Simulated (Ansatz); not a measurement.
System: TeCl2, charge 1, doublet. TeCl2+ (parent SMILES Cl[Te]Cl, doublet).
B3LYP-D3(BJ)/def2-TZVP minimum from Ansatz (an electronic-structure program):
```
Te
Cl 1 2.2683
Cl 1 2.2683 2 101.21
```
Charge +1, spin multiplicity 2.

Total energies in def2-SVP, 19 correlated electrons, 19 frozen orbitals. UHF or UKS for unpaired electrons; spin-orbit terms are left out. Cores are frozen in correlated methods (noble-gas shells, and filled d and f shells in the p block). Past Kr the def2 sets carry scalar-relativistic core potentials. Spin-orbit terms, left out, reach several kcal/mol for Br and I, and more for heavier atoms. The spin of Cl2Te+ (parent SMILES Cl[Te]Cl, doublet) was assumed, and the state is the lowest solution found for it.

```json
[
 {"method": "HF", "program": "Ansatz", "energy (Eh)": "-1185.41377", "minus CCSDT(Q) (mEh)": "395.85"},
 {"method": "MP2", "program": "Ansatz", "energy (Eh)": "-1185.76166", "minus CCSDT(Q) (mEh)": "47.95"},
 {"method": "CCSD", "program": "Ansatz", "energy (Eh)": "-1185.79504", "minus CCSDT(Q) (mEh)": "14.57"},
 {"method": "CCSD(T)", "program": "Ansatz", "energy (Eh)": "-1185.80709", "minus CCSDT(Q) (mEh)": "2.52"},
 {"method": "CCSDT(Q)", "program": "Ansatz", "energy (Eh)": "-1185.80961", "minus CCSDT(Q) (mEh)": "0.00"}
]
```

Rough core times of Ansatz's runs on a shared machine: CCSD(T) 20 s, CCSDT(Q) 4 min.
